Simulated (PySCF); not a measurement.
F4H2Si2.

```xyz
8

Si     0.6037    -1.4920     0.0000
F     -0.7619    -2.3795     0.0000
Si    -0.0167     0.7432     0.0000
F     -0.8821     1.1392     1.2969
F     -0.8821     1.1392    -1.2969
F      1.3042     1.6656     0.0000
H      1.3889    -1.7984     1.2225
H      1.3889    -1.7984    -1.2225
```

Geometry: ωB97X-D3(BJ)/def2-SVP. The values are those of a single conformer.

These are PBE/pcSseg-1 in PySCF values and carry that method's errors. Non-relativistic, no solvent.

Computed absolute GIAO shielding of each atom: isotropic value and principal components (ppm):
```
atom  σ(iso)    σ11    σ22    σ33   span
----  ------  -----  -----  -----  -----
Si1    344.0  285.1  285.7  461.0  175.9
F2     429.2  385.7  430.2  471.6   85.9
Si3    384.5  361.7  392.4  399.3   37.6
F4     278.8  208.0  244.3  384.1  176.1
F5     278.8  208.0  244.3  384.1  176.1
F6     278.0  205.1  257.2  371.7  166.6
H7      25.7   22.7   24.8   29.7    7.0
H8      25.7   22.7   24.8   29.7    7.0
```
